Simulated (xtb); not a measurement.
trigermane (H8Ge3), singlet, at a GFN2-xTB geometry. Base run: GFN2-xTB run with xtb.

xtb was given this input:
```
$ xtb mol.xyz --gfn 2 --json

# file mol.xyz
11

Ge     1.90001561     0.78760798     0.01267175
Ge     0.15905914    -0.82974910    -0.11782222
Ge    -2.05434673     0.01685078     0.10147719
H      3.27897541     0.21486417    -0.12015679
H      1.80378477     1.84519785    -1.04687745
H      1.90523439     1.54160056     1.30964904
H      0.39427060    -1.90879813     0.91539890
H      0.28126416    -1.60150252    -1.41267263
H     -2.46127627     0.90549142    -1.03640104
H     -2.24165164     0.85542957     1.33132862
H     -3.11189834    -1.04299234     0.17727632
```

The base run was repeated with changes; each row names its change, and settings that it needs were set with it.

```
change        ΔE vs base (kJ/mol)  HOMO-LUMO gap (eV)  dipole (D)  SCF cycles
------------  -------------------  ------------------  ----------  ----------
base                         0.00                5.83        0.21          11
file = coord                 0.00                5.83        0.21          11
etemp = 5000                -0.34                5.83        0.21          11
acc = 1000                   0.01                5.83        0.21           7
acc = 30                     0.00                5.83        0.21           9
etemp = 1000                 0.00                5.83        0.21          11
```
